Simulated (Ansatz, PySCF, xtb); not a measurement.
Bond stretch in AlH (anion, charge -1), lowest doublet found (which spin is the ground state isn't settled by this scan).

Levels: UHF/LANL2DZ = PySCF with unrestricted Hartree-Fock/LANL2DZ, with its core potentials past Ne; UCCSD(T) = Ansatz (an electronic-structure program) with CCSD(T) on UHF/aug-cc-pVTZ, frozen core; FCI = full CI/aug-cc-pVTZ, frozen core in Ansatz; UKS-PBE = unrestricted PBE/aug-cc-pVTZ (Ansatz); GFN1-xTB (xtb).

Energies are in eV, each relative to the lowest point of its own curve between 1.38 and 2.04 Å, where full CI is lowest.

```json
[
 {"R / Å": "1.10", "UHF/LANL2DZ": "4.071", "UCCSD(T)": "3.804", "FCI": "3.798", "UKS-PBE": "3.818", "GFN1-xTB": "4.983"},
 {"R / Å": "1.19", "UHF/LANL2DZ": "2.553", "UCCSD(T)": "2.318", "FCI": "2.313", "UKS-PBE": "2.352", "GFN1-xTB": "3.075"},
 {"R / Å": "1.27", "UHF/LANL2DZ": "1.624", "UCCSD(T)": "1.423", "FCI": "1.419", "UKS-PBE": "1.463", "GFN1-xTB": "2.003"},
 {"R / Å": "1.31", "UHF/LANL2DZ": "1.271", "UCCSD(T)": "1.089", "FCI": "1.086", "UKS-PBE": "1.130", "GFN1-xTB": "1.612"},
 {"R / Å": "1.38", "UHF/LANL2DZ": "0.795", "UCCSD(T)": "0.647", "FCI": "0.645", "UKS-PBE": "0.686", "GFN1-xTB": "1.091"},
 {"R / Å": "1.44", "UHF/LANL2DZ": "0.502", "UCCSD(T)": "0.384", "FCI": "0.382", "UKS-PBE": "0.418", "GFN1-xTB": "0.765"},
 {"R / Å": "1.48", "UHF/LANL2DZ": "0.354", "UCCSD(T)": "0.256", "FCI": "0.255", "UKS-PBE": "0.286", "GFN1-xTB": "0.595"},
 {"R / Å": "1.53", "UHF/LANL2DZ": "0.213", "UCCSD(T)": "0.139", "FCI": "0.138", "UKS-PBE": "0.164", "GFN1-xTB": "0.422"},
 {"R / Å": "1.58", "UHF/LANL2DZ": "0.114", "UCCSD(T)": "0.062", "FCI": "0.062", "UKS-PBE": "0.081", "GFN1-xTB": "0.288"},
 {"R / Å": "1.66", "UHF/LANL2DZ": "0.023", "UCCSD(T)": "0.005", "FCI": "0.004", "UKS-PBE": "0.012", "GFN1-xTB": "0.134"},
 {"R / Å": "1.71", "UHF/LANL2DZ": "0.000", "UCCSD(T)": "0.000", "FCI": "0.000", "UKS-PBE": "0.000", "GFN1-xTB": "0.070"},
 {"R / Å": "1.80", "UHF/LANL2DZ": "0.009", "UCCSD(T)": "0.036", "FCI": "0.036", "UKS-PBE": "0.023", "GFN1-xTB": "0.007"},
 {"R / Å": "1.91", "UHF/LANL2DZ": "0.084", "UCCSD(T)": "0.133", "FCI": "0.133", "UKS-PBE": "0.104", "GFN1-xTB": "0.000"},
 {"R / Å": "2.04", "UHF/LANL2DZ": "0.233", "UCCSD(T)": "0.290", "FCI": "0.289", "UKS-PBE": "0.244", "GFN1-xTB": "0.059"},
 {"R / Å": "2.21", "UHF/LANL2DZ": "0.478", "UCCSD(T)": "0.524", "FCI": "0.521", "UKS-PBE": "0.459", "GFN1-xTB": "0.199"},
 {"R / Å": "2.41", "UHF/LANL2DZ": "0.788", "UCCSD(T)": "0.799", "FCI": "0.793", "UKS-PBE": "0.719", "GFN1-xTB": "0.422"},
 {"R / Å": "2.67", "UHF/LANL2DZ": "1.123", "UCCSD(T)": "1.122", "FCI": "1.112", "UKS-PBE": "1.029", "GFN1-xTB": "0.755"},
 {"R / Å": "2.99", "UHF/LANL2DZ": "1.396", "UCCSD(T)": "1.453", "FCI": "1.436", "UKS-PBE": "1.344", "GFN1-xTB": "1.175"},
 {"R / Å": "3.38", "UHF/LANL2DZ": "1.599", "UCCSD(T)": "1.758", "FCI": "1.736", "UKS-PBE": "1.631", "GFN1-xTB": "1.652"},
 {"R / Å": "3.82", "UHF/LANL2DZ": "1.728", "UCCSD(T)": "1.999", "FCI": "1.978", "UKS-PBE": "1.840", "GFN1-xTB": "2.138"},
 {"R / Å": "4.38", "UHF/LANL2DZ": "1.810", "UCCSD(T)": "2.199", "FCI": "2.186", "UKS-PBE": "1.980", "GFN1-xTB": "2.705"},
 {"R / Å": "5.18", "UHF/LANL2DZ": "1.856", "UCCSD(T)": "2.349", "FCI": "2.365", "UKS-PBE": "2.050", "GFN1-xTB": "3.416"}
]
```

At the longest distance, 5.18 Å, GFN1-xTB lies highest above its minimum (3.416 eV) and UHF/LANL2DZ lowest (1.856 eV).

The unrestricted determinant behind UHF/LANL2DZ is spin-contaminated at 1.10 to 1.53, 2.67 to 5.18 Å (<S²> up to 1.7, against 0.75 for a pure doublet). Where the anion isn't bound against loss of the electron, the finite basis alone holds it. The unrestricted determinant behind UCCSD(T) is spin-contaminated at 1.10 to 1.80, 2.99 to 5.18 Å (<S²> up to 1.7, against 0.75 for a pure doublet). The unrestricted determinant behind UKS-PBE is spin-contaminated at 3.82 to 5.18 Å (<S²> up to 1.1, against 0.75 for a pure doublet).
